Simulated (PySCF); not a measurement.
**MF for M along group 14**

r²SCAN with double-zeta basis sets in PySCF, for the lowest determinant that a PBE0 search found; no spin–orbit coupling. De refers to high-spin ground-configuration atoms. A positive dipole means M(−)F(+).

```csv
M,basis,state (unpaired electrons),Re (Å),ωe (cm⁻¹),De (eV),μ (D)
C,def2-SVPD,doublet (π ↑),1.280,1298,5.83,0.82
Ge,def2-SVP,doublet (π ↑),1.759,683,5.27,-1.65
Sn,x2c-SVPall,doublet (π ↑),1.962,608,4.80,-2.46
Pb,def2-SVP,doublet (π ↑),2.069,545,4.46,-3.30
```

The shortest bond is that of CF (1.280 Å), the longest that of PbF (2.069 Å).

The rows differ in basis set, which adds steps of its own.

Relativity is treated differently too: C no relativity; Ge no relativity; Sn spin-free X2C; Pb scalar-relativistic core potentials.

Down a group bonds as a rule get longer and wavenumbers fall, partly through the reduced mass; this series shows no clear exception.

Spin–orbit coupling is left out, which matters for elements this heavy, above all for dissociation energies. States were picked by a PBE0 search and need not be the measured ground states.
